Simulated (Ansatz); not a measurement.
EuCl3(NH3) in a box, plane waves

Ansatz 0.2.0, DFT PBE+U, scalar-relativistic, plane waves, PAW, molecule in a box. The geometry was relaxed with Gaussian bases (r2SCAN; Eu lcecp-1-SVP with ECP52, Cl def2-SVP, N def2-SVP, H def2-SVP).

```yaml
crystal:
  lattice:
    - [12.18, 0.0, 0.0]
    - [0.0, 12.18, 0.0]
    - [0.0, 0.0, 12.18]
  atoms:
    - { symbol: Eu, position: [0.53831445, 0.46160591, 0.53831445], spin: 6.0 }
    - { symbol: Cl, position: [0.63046223, 0.62403448, 0.63046223] }
    - { symbol: Cl, position: [0.37588506, 0.36945813, 0.63046223] }
    - { symbol: Cl, position: [0.63046223, 0.36945813, 0.37588506] }
    - { symbol: "N", position: [0.41972085, 0.58019951, 0.41972085] }
    - { symbol: H, position: [0.36945813, 0.63046223, 0.46462397] }
    - { symbol: H, position: [0.46462397, 0.63046223, 0.36945813] }
    - { symbol: H, position: [0.36945813, 0.53529639, 0.36945813] }
basis:
  ecutwfc: 420
  ecutrho_ratio: 4
kpoints:
  mp_grid: { grid: [1, 1, 1] }
hamiltonian:
  xc: pbe
  hubbard: { sites: [{ species: Eu, l: f, u_eff: 5.0 }] }
scf:
  occupations: { method: gaussian, width: 0.01 }
output:
  forces: true
  eigenvalues: true
  populations: true
  hubbard: { sites: [{ species: Eu, l: f }] }
magnetization:
  spin_polarized: true
```

Command:
```sh
ansatz run input.yaml --threads 2 --pin off --max-ram 5120MiB --backend cpu --events-out ev --progress --plain --runs-dir out
```
It took 3.1 min on 2 threads of Arm Neoverse V1 (shared host), peak memory 1.4 GiB.

(1) How does the SCF go?

(2) Which levels lie next to the highest filled one (eV, counted from it)?

(3) How is the f shell of Eu1 filled?

(4) What forces are left at this geometry, relaxed with Gaussian bases (eV/Å)?

The open shells may stand above their lowest state.

The forces come from the other functional as well as from the basis.

No frequency check is given that shows the relaxed geometry to be a minimum. An lcecp potential fixes the number of 4f electrons, so in runs with it no electron can move into or out of that shell.

Results:

(1) 
```
SCF iter   1: F=—  HF=-12445.961030 eV  |F-HF|=—  |Δ(HF+E_count)|=         —  Δρ=1.18e-2 (↑1.18e-2 ↓1.13e-2)
Mixer restart at iter 1: flushing history
preconditioner: auto → Resta (q_TF=auto, 1.480 Å⁻¹)  ε∞=1.3  [insulator: Δε(μ)=0.135 eV  Ē_g=8.929 eV  σ=0.010 eV  W_gap=1.00  n_s
spin=Collinear: Resta preconditioning applied to the charge; magnetization (m = ρ↑ − ρ↓) channel mixes plain (no charge-response k
SCF iter   2: F=—  HF=-12443.550077 eV  |F-HF|=—  |Δ(HF+E_count)|=    2.41e0  Δρ=6.09e-3 (↑6.09e-3 ↓5.47e-3)
...
SCF iter  50: F=—  HF=-12443.803480 eV  |F-HF|=—  |Δ(HF+E_count)|=   5.20e-5  Δρ=9.76e-6 (↑9.76e-6 ↓5.63e-6)
SCF iter  51: F=—  HF=-12443.803480 eV  |F-HF|=—  |Δ(HF+E_count)|=   1.82e-7  Δρ=1.79e-6 (↑1.79e-6 ↓1.14e-6)
SCF iter  52: F=—  HF=-12443.803480 eV  |F-HF|=—  |Δ(HF+E_count)|=   2.33e-7  Δρ=1.28e-6 (↑1.28e-6 ↓4.07e-7)
SCF iter  53: F=-12443.803480 eV  HF=-12443.803480 eV  |F-HF|=1.22e-9  |Δ(HF+E_count)|=   2.90e-9  Δρ=2.24e-7 (↑2.24e-7 ↓8.05e-8)
SCF iter  54: F=-12443.803480 eV  HF=-12443.803480 eV  |F-HF|=1.24e-9  |Δ(HF+E_count)|=  1.82e-12  Δρ=2.24e-7 (↑2.24e-7 ↓8.14e-8)
```

(2) Filled: -0.30, -0.30, -0.21, -0.21, -0.14, -0.14, -0.09, -0.09, -0.08, 0.00. Empty: 0.76, 4.83, 5.15, 5.21, 5.33, 5.33, 5.67, 5.77.

(3) Natural occupations, full = 1; up: 0.16, 0.99, 1.00, 1.00, 1.00, 1.00, 1.00; down: 0.00, 0.00, 0.00, 0.00, 0.01, 0.01, 0.01; in all 6.18 e.

(4) 
```
Eu   0.00  0.00  0.00
Cl  -0.01 -0.04 -0.01
Cl   0.04  0.01 -0.01
Cl  -0.01  0.01  0.04
N   -0.06  0.06 -0.06
H    0.02 -0.02  0.02
H    0.02 -0.02  0.02
H    0.02 -0.02  0.02
```
